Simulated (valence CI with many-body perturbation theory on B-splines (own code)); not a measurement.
## E1 line list for Cr XI

Method: configuration interaction combined with many-body perturbation theory (CI+MBPT): four valence electrons over a frozen Dirac-Fock core [Ne], a basis of 11 s, 11 p, 9 d, 7 f, 5 g, 2 h, 1 i functions for each j, with the one-electron correlation potential Σ1 (screened to all orders), the two-electron term Σ2, the three-electron term Σ3, Breit, model QED; selected single and double excitations, second order for the rest, scaled by the run's own slope (own B-spline code, finite nucleus).

No measured spectrum was set against this ion. As an estimate, levels of excited configurations hold to 0.05 to 0.15 % of their energy, terms of the ground configuration to about 0.5 %.

Lines 201 to 226 of 226 in falling wavelength, among levels below 87.282 eV, chosen from the strongest by gf and those to the six lowest levels. Wavelengths and rates use the calculated energies, so an error of 200 cm⁻¹ moves a line at 22.78 nm by 0.046 % and its rate by three times that or more. Electric multipoles are in the length gauge, E1 and E2 with the static RPA response of the core. Weak lines are less certain than strong ones. Lines between different terms over intervals too small for the method are left out, as are lines whose strength nearly cancels. The highest levels of a list are the least certain.

Names give the largest LS component (configuration and term), which can be under half, so a name can repeat, a term be missing and a line seem to break the LS rules; names also repeat where a configuration has a term twice. Letters in brackets count levels of one name in rising energy.

```tsv
λ vac (nm)	Upper	Lower	A (s⁻¹)	log gf	Branch %
22.78	3s 3p2 3d 3D_2 [b]	3s 3p3 3D°_1	4.18e+09	-0.79	15.4
22.69	3s 3p2 3d 3D_3 [b]	3s 3p3 3D°_3	1.10e+09	-1.23	4.6
22.69	3s 3p2 3d 1P_1	3s 3p3 3D°_1	1.42e+09	-1.48	3.8
22.65	3s2 3p 3d 1F°_3	3s2 3p2 1D_2	5.96e+10	0.51	97.2
22.62	3s 3p2 3d 3D_3 [b]	3s 3p3 3D°_2	3.85e+09	-0.69	16.1
22.48	3s 3p2 3d 3P_1 [a]	3s 3p3 5S°_2	1.93e+08	-2.36	0.6
22.05	3s2 3p 3d 1P°_1	3s2 3p2 1D_2	7.04e+07	-2.81	0.1
21.59	3s 3p2 3d 3G_3	3s 3p3 5S°_2	8.19e+04	-5.40	0.0
21.43	3s2 3p 3d 1F°_3	3s2 3p2 3P_2	1.74e+09	-1.08	2.8
21.15	3s 3p2 3d 3D_1 [a]	3s 3p3 5S°_2	9.38e+06	-3.72	0.0
21.13	3s 3p2 3d 3D_2 [a]	3s 3p3 5S°_2	6.92e+07	-2.64	0.2
21.11	3s 3p2 3d 3D_3 [a]	3s 3p3 5S°_2	2.33e+08	-1.96	0.7
20.89	3s2 3p 3d 1P°_1	3s2 3p2 3P_2	1.74e+05	-5.47	0.0
20.73	3s 3p2 3d 1F_3	3s 3p3 5S°_2	4.94e+06	-3.65	0.0
20.61	3s2 3p 3d 1P°_1	3s2 3p2 3P_1	7.39e+07	-2.85	0.2
20.38	3s2 3p 3d 1P°_1	3s2 3p2 3P_0	2.29e+08	-2.37	0.5
20.19	3s 3p2 3d 3F_2 [b]	3s 3p3 5S°_2	1.05e+06	-4.49	0.0
20.05	3s 3p2 3d 3F_3 [b]	3s 3p3 5S°_2	9.64e+06	-3.39	0.0
19.95	3s 3p2 3d 3D_1 [b]	3s 3p3 5S°_2	1.32e+06	-4.63	0.0
19.88	3s 3p2 3d 3D_2 [b]	3s 3p3 5S°_2	9.43e+06	-3.55	0.0
19.80	3s 3p2 3d 1P_1	3s 3p3 5S°_2	4.50e+04	-6.10	0.0
19.75	3s 3p2 3d 3D_3 [b]	3s 3p3 5S°_2	4.46e+07	-2.74	0.2
19.63	3s 3p2 3d 3P_1 [b]	3s 3p3 5S°_2	1.25e+07	-3.67	0.0
19.53	3s 3p2 3d 3P_2 [b]	3s 3p3 5S°_2	3.12e+07	-3.05	0.1
19.15	3s 3p2 3d 3S_1	3s 3p3 5S°_2	2.75e+06	-4.34	0.0
19.04	3s 3p2 3d 3D_1 [c]	3s 3p3 5S°_2	2.04e+05	-5.48	0.0
```

Question: How does gf follow from A for the line at 19.95 nm?

Answer: gf = 1.4992 × (2J+1)_upper × A / σ², with σ = 501291 cm⁻¹ and 2J+1 = 3: gf = 2.36e-05.
